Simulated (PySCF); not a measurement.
**How methods differ on the ionisation energy of Tl⁶⁰⁺**

Tl⁶⁰⁺ [Ar] 3d3 (4F) → Tl⁶¹⁺ [Ar] 3d2 (3F), as a difference of total energies. Calculation: PySCF 2.14, in an uncontracted even-tempered set (17 s from 16 bohr⁻², ratio 2.5; 13 p from 21 bohr⁻², ratio 2.5; 7 d from 21 bohr⁻², ratio 2.5; 4 f from 77 bohr⁻², ratio 2.7; 3 g from 120 bohr⁻², ratio 2.7); the spin-free X2C one-electron Hamiltonian (Gaussian nucleus). Correlated levels: outer shells: [Ne] frozen; virtual orbitals above 40 to 60 times the deepest correlated orbital energy dropped. The calculations carry no spin-orbit coupling.

```
                method  ionisation energy (eV)
                   UHF                  6342.6
                   LDA                  6340.6
                   PBE                  6341.0
                r2SCAN                  6343.8
                  PW91                  6341.7
                  TPSS                  6338.8
SCS-MP2 (outer shells)                  6342.3
```

Task: Estimate what PBE0 gives.

Result: 6341.8 eV, closest to PW91 among the rows shown.

Task: Estimate what MP2 (outer shells) gives.

Result: 6342.6 eV, closest to UHF among the rows shown.

Spin-orbit coupling is strong in these open shells (close to jj coupling). The scalar numbers leave it out and a first-order estimate fails, so it can dominate the gap to the real levels.

Breit and QED terms and the two-electron picture change are absent.

For comparison: 6392 ± 10 eV (theoretical estimate listed by NIST; NIST Atomic Spectra Database, ionization energies).
